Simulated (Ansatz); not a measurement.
```yaml
atoms:
  - { symbol: C, position_ang: [-0.0174, 0.0168, -0.6425] }
  - { symbol: O, position_ang: [-0.0400, -0.0384, 0.7607] }
  - { symbol: H, position_ang: [-0.0123, -1.0215, -1.0222] }
  - { symbol: H, position_ang: [-0.8763, 0.4428, -1.0348] }
  - { symbol: H, position_ang: [0.9009, 0.4674, -1.1247] }
  - { symbol: H, position_ang: [-0.0135, 0.8745, 1.1048] }
```

Basis set: 6-31G (spherical functions). Correlated methods keep 2 orbitals frozen. Charge 0, multiplicity 1.

Computed with Ansatz (development build ahead of 0.2.0); each method stands on the lowest determinant of its kind that the runs found. Restricted open shells among the atoms or ions are ROHF, correlated in semicanonical orbitals with singles.

(1) Give the atomization energy at this shape (free ground-state atoms in the same class of orbitals less the molecule, no zero-point energy) of singlet CH₄O by RHF-MP2, RHF.

Results:

(1)

```csv
method,atomization energy
RHF-MP2,1766.9 kJ/mol
RHF,1398.9 kJ/mol
```

This basis has no polarisation functions and is too small for such energies, which can lie far from measured ones in either direction.
